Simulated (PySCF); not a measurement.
C4H9FOSi.
Atom-mapped SMILES: `[CH3:1][O:2][Si@@H:3]1[CH2:4][CH2:5][C@@H:6]1[F:7]`

Cartesian coordinates in Å at the GFN2-xTB level; atoms count from 1:
```
atom  x, y, z in Å
C1     2.6728   -0.6761    0.0222
O2     1.3155   -0.9246   -0.2239
Si3    0.0056   -0.5154    0.6211
C4    -1.5372   -0.7627   -0.4601
C5    -1.7860    0.7592   -0.5461
C6    -0.7000    1.2759    0.4133
F7     0.1314    2.2137   -0.1879
H8     2.8705    0.3967    0.0351
H9     3.2435   -1.1408   -0.7819
H10    2.9741   -1.1058    0.9796
H11    0.0476   -0.9698    2.0112
H12   -2.3517   -1.2838    0.0350
H13   -1.3946   -1.2294   -1.4306
H14   -2.7904    1.0501   -0.2436
H15   -1.6022    1.1414   -1.5484
H16   -1.1064    1.7803    1.2935
```

NICS is the negative of the GIAO shielding at a point without a nucleus: at the ring centre (0) and 1 Å above and below it (1); zz is the component along the ring normal. Level: GIAO PBE0/pcSseg-1 (PySCF, non-relativistic, gas phase) on the GFN2-xTB geometry, one conformer.

Ring bond lengths (Å), with Mayer bond orders in brackets: Si3–C4 1.900 (0.93), C4–C5 1.544 (1.00), C5–C6 1.538 (0.99), C6–Si3 1.936 (0.83).

Q: What do the NICS probes read (ppm)?

A: 
```tsv
ring	type	NICS(0)	NICS(1), two faces	NICS(1)zz, two faces	rms pucker (Å)	centre to ring atoms, mean (Å)
Si3–C4–C5–C6	4-membered ring with Si; formal bonds all single	1.2	-3.0 / 0.9	-0.6 / 6.7	0.04	1.22
```

Q: What can be read from them?

A: 
- Si3–C4–C5–C6: mean NICS(1)zz 3.1 ppm, deshielded. Si3, C4, C5, C6 have four or more neighbours, so the value isn't read as a sign of a π ring current. The two faces differ by 7.3 ppm, so no symmetry operation interchanges them.

Q: At the second NICS(1) probe listed for ring Si3–C4–C5–C6, 1 Å off the ring, what do the in-plane components average?

A: The isotropic value is a third of the trace: (3 × 0.9 − (6.7))/2 = -2.0 ppm.

Q: Give the inner angles of the rings and the Hirshfeld charges of the ring atoms.

A: 
- Si3–C4–C5–C6: Si3 76.3° (+0.422 e), C4 92.0° (-0.169 e), C5 100.5° (-0.082 e), C6 90.8° (-0.035 e); sum 359.6° against 360° for a flat convex ring.

Q: How shielded are the nuclei of the rings and their hydrogens (means over atoms taken as equivalent)?

A: 
| atoms | environment | σ isotropic (ppm) | principal values of the symmetric part, first atom (ppm) |
| --- | --- | --- | --- |
| Si3 | oxygen-bound silicon | 350.5 | 301.3, 353.8, 396.3 |
| C4 | sp3 carbon bound to silicon | 172.4 | 148.5, 175.9, 192.9 |
| C5 | four-membered-ring carbon | 155.8 | 131.5, 157.1, 178.7 |
| C6 | sp3 C–F carbon | 87.7 | 46.7, 80.8, 135.5 |
| H11 | Si–H hydrogen | 26.22 | 22.9, 24.6, 31.1 |
| H12 | methylene hydrogen | 30.58 | 26.5, 28.7, 36.5 |
| H13 | methylene hydrogen | 30.09 | 26.6, 27.4, 36.3 |
| H14 | methylene hydrogen | 29.00 | 24.8, 27.8, 34.3 |
| H15 | methylene hydrogen | 29.31 | 25.9, 28.0, 34.0 |
| H16 | methine hydrogen | 26.60 | 23.5, 27.3, 29.0 |
